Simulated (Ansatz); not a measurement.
C2H6BNO. Total charge 0; spin multiplicity 1. The bonds changed during the relaxation, so this is another structure than the one it started from. The geometry is a stationary point of PBE0-D4/def2-TZVP.

```xyz
11

B     0.139   -0.433   -1.306
C     0.932    0.340   -0.217
N    -0.580    0.372   -0.097
C    -0.366   -0.237    1.223
O     1.034   -0.302    1.066
H    -0.031    0.162   -2.333
H     0.010   -1.620   -1.235
H     1.473    1.282   -0.282
H    -1.110    1.226   -0.187
H    -0.662    0.428    2.043
H    -0.840   -1.217    1.324
```

**Question.** What is the dipole moment at B3LYP/def2-TZVPP? (Best estimate.)

**Answer.** The calculation gave: 3.80 D, with components (-2.17, 2.53, 1.83) D in this frame, pointing from negative to positive charge.

**Question.** And with PBE, r2SCAN, ωB97M-V? (Best estimate.)

**Answer.** Computed: PBE 3.80 D, r2SCAN 3.82 D, ωB97M-V 3.83 D.

**Question.** Give the Mulliken charges with B3LYP, r2SCAN, PBE in def2-TZVPP. (An estimate is asked.)

**Answer.** Computed: 
| atom | B3LYP | r2SCAN | PBE |
| --- | --- | --- | --- |
| B1 | -0.15 | -0.12 | -0.19 |
| C2 | 0.12 | 0.13 | 0.10 |
| N3 | -0.19 | -0.14 | -0.11 |
| C4 | 0.14 | 0.24 | 0.11 |
| O5 | -0.34 | -0.35 | -0.27 |
| H6 | 0.00 | -0.02 | -0.01 |
| H7 | -0.01 | -0.03 | -0.02 |
| H8 | 0.10 | 0.06 | 0.08 |
| H9 | 0.16 | 0.15 | 0.17 |
| H10 | 0.09 | 0.04 | 0.07 |
| H11 | 0.09 | 0.05 | 0.08 |

B3LYP here is the variant with VWN-RPA as its local correlation; programs differ in this.
